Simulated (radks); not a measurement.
The numbers below are computed, except where a source is named.
All-electron atom: As3- in [Kr]. Code: a radial shooting solver on a logarithmic mesh with Libxc functionals. Model: scalar-relativistic Kohn-Sham, LDA (Slater exchange, Perdew-Wang correlation), spin-unpolarised, spherical densities, point nucleus; Watson sphere of charge +2.66 and radius 2.82 bohr.

Normalised radial functions P(r) = r R(r), r in bohr:

```
   r/bohr * 3p, o 4s, + 4p (the largest magnitude, 1.37, reaches the edge; | marks zero, & curves that meet)
 0.003487                             &o
 0.003995                             &o
 0.004614                             &o
 0.005286                             &o
 0.006056                             &o
 0.006938                             &o
 0.008013                             & o
  0.00918                             +*o
  0.01052                             +*o
  0.01215                             +*o
  0.01392                             +*o
  0.01594                             + &
  0.01841                             + &
   0.0211                             |+o*
  0.02417                             |+o*
  0.02791                             |+o *
  0.03198                             |+o  *
  0.03664                             |+o   *
  0.04231                             |&     *
  0.04848                             |o+     *
  0.05554                             o +       *
  0.06414                            o| +        *
  0.07348                            o|  +         *
  0.08419                           o |  +          *
  0.09723                          o  |  +          *
   0.1114                         o   |  +          *
   0.1276                         o   |  +          *
   0.1462                         o   | +         *
   0.1689                         o   | +      *
   0.1935                          o  |+   *
   0.2216                            o&
    0.256                       *    +|o
   0.2933                 *        +  |  o
    0.336           *             +   |    o
    0.388      *                 +    |     o
   0.4446   *                    +    |      o
   0.5093  *                     +    |     o
   0.5882   *                     +   |    o
   0.6739     *                     + | o
   0.7721         *                  o+
   0.8917             *          o    | +
    1.022                 *  o        |    +
     1.17                 o   *       |      +
    1.352               o        *    |        +
    1.549              o           *  |          +
    1.774              o            * |           +
    2.049               o            *|           +
    2.347                 o           *           +
    2.689                   o         *           +
    3.081                     o       *          +
    3.558                       o     *        +
    4.077                         o   *      +
    4.671                           o *    +
    5.394                            o*   +
     6.18                            o* +
     7.08                             &+
    8.177                             &+
    9.368                             &
```

3p: eigenvalue -128.57 eV, 1 radial node at r = 0.222 bohr, <r> = 0.618 bohr, 90 % of the charge inside 0.950 bohr. 4s: eigenvalue -12.426 eV, 3 radial nodes at r = 0.0585, 0.241, 0.736 bohr, <r> = 2.05 bohr, 90 % of the charge inside 3.12 bohr. 4p: eigenvalue -4.129 eV, 2 radial nodes at r = 0.216, 0.783 bohr, <r> = 2.74 bohr, 90 % of the charge inside 4.25 bohr.
